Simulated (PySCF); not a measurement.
## From computed data to an observable: dipole moment from atomic charges

AlHCl2, SMILES [Cl][AlH][Cl]. Atoms are numbered in the order given.

```xyz
4

Al     0.0000     0.0000    -0.7247
H      0.0000     0.0000    -2.2880
Cl     0.0000     1.7867     0.3444
Cl     0.0000    -1.7867     0.3444
```
Charge 0, spin multiplicity 1.

Coordinates come from a PBE0-D3(BJ)/def2-TZVP optimisation.

Charges (e) from M06-2X/def2-TZVPD in PySCF:

```json
[
 {"atom": "Al1", "IAO": "0.917", "ESP fit": "0.685"},
 {"atom": "H2", "IAO": "-0.202", "ESP fit": "-0.176"},
 {"atom": "Cl3", "IAO": "-0.357", "ESP fit": "-0.255"},
 {"atom": "Cl4", "IAO": "-0.357", "ESP fit": "-0.255"}
]
```

The dipole moment of the full density is 1.16 D.

Problem. What dipole moment does each set of point charges give, and which comes closer to that of the density?

Solution. 
μ = Σ q r, and 1 e Å = 4.8032 D.
IAO: Σ q r = (0.000, 0.000, -0.448) e Å, |μ| = 2.15 D.
ESP fit: Σ q r = (0.000, 0.000, -0.269) e Å, |μ| = 1.29 D.
ESP fit comes closer in size. Point charges leave out the atoms' own dipoles (lone pairs, polarised bonds); fits to the potential absorb them, partitions of the density don't.
